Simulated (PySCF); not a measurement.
Field gradients at the hydrogen positions

C5H5OS (charge -1).
Z-matrix (Å and degrees, GFN2-xTB geometry), rows numbered from 1:
```
C 
C   1  1.4947
C   2  1.3617  1  127.04
O   3  1.3626  2  110.79  1   179.85
C   4  1.3691  3  107.09  2    -0.03
S   5  1.6858  4  120.30  3   179.99
C   5  1.3821  4  108.98  3     0.02
H   1  1.0898  2  110.46  3     3.82
H   1  1.0918  2  110.70  3  -116.43
H   1  1.0912  2  110.63  3   124.19
H   3  1.0745  2  132.31  1    -0.24
H   7  1.0725  2  127.27  1     0.24
```

Level: PBE0/pcSseg-1 (PySCF, non-relativistic); Q(2H) = 0.00286 b; rigid geometry, the same for H and D, with no vibrational averaging.

Problem. Rank these positions by the coupling χzz of a deuteron there, largest first.
A. H12 (aromatic hydrogen)
B. H11 (aromatic hydrogen)
C. H10 (methyl hydrogen)

Solution. A (241 kHz), B (235 kHz), C (210 kHz).

Problem. Give the electric field gradient Vzz (the principal value of largest size), its asymmetry and the 2H coupling at each hydrogen.

Solution. 
| atom | bonded to | bond length (Å) | Vzz (au) | η | χzz (kHz) |
| --- | --- | --- | --- | --- | --- |
| H8 | C1 | 1.090 | 0.3163 | 0.02 | 213 |
| H9 | C1 | 1.092 | 0.3119 | 0.01 | 210 |
| H10 | C1 | 1.091 | 0.3128 | 0.01 | 210 |
| H11 | C3 | 1.075 | 0.3501 | 0.14 | 235 |
| H12 | C7 | 1.073 | 0.3579 | 0.09 | 241 |

Problem. How does χzz go with the bond length over the 5 C–H bonds?

Solution. A straight-line fit has a slope of -15.6 kHz for each 0.01 Å, with a correlation coefficient of -1.00, over lengths from 1.073 to 1.092 Å. The longer bonds have the smaller couplings here.

Geometry: GFN2-xTB; no solvent, vibrations or thermal averaging. The pcSseg-1 basis has no diffuse functions, a weakness for an anion. The HOMO energy is positive at this level (+0.09 eV), so the outermost electrons may be held by the finite basis alone. GFN2-xTB bond lengths can be off by several hundredths of an ångström, more for odd bonds, and the gradients follow them. A larger basis could move these couplings by a tenth or more.
